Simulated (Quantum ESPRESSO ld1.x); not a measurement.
Q: Species: the iron ion Fe+. Configuration: [Ar] 3d5 4p2 (not the ground configuration). Calculated with ld1.x of Quantum ESPRESSO 7.5: Dirac Kohn-Sham, revPBE, spin-unpolarised, spherical densities, point nucleus; open shells fill j = l - 1/2 first. Some entries of the table are withheld. Estimate them.

| orbital | occ. | eigenvalue (hartree) | r(max) (bohr) |
|---|---|---|---|
| 1s1/2 | 2 | -257.836 | 0.03826 |
| 2s1/2 | 2 | -30.8049 | 0.2224 |
| 2p1/2 | 2 | -26.6463 | (1) |
| 2p3/2 | 4 | -26.1879 | (2) |
| 3s1/2 | 2 | (3) | (4) |
| 3p1/2 | 2 | (5) | 0.7061 |
| 3p3/2 | 4 | (6) | 0.7132 |
| 3d3/2 | 4 | -0.88821 | 0.6966 |
| 3d5/2 | 1 | -0.88184 | 0.6990 |
| 4p1/2 | 2 | -0.35955 | (7) |
| 4p3/2 | 0 | -0.35556 | (8) |

A: 
(1) 2p1/2 r(max) (bohr): 0.1782
(2) 2p3/2 r(max) (bohr): 0.1807
(3) 3s1/2 eigenvalue (hartree): -4.11068
(4) 3s1/2 r(max) (bohr): 0.6992
(5) 3p1/2 eigenvalue (hartree): -2.89141
(6) 3p3/2 eigenvalue (hartree): -2.83358
(7) 4p1/2 r(max) (bohr): 2.614
(8) 4p3/2 r(max) (bohr): 2.638
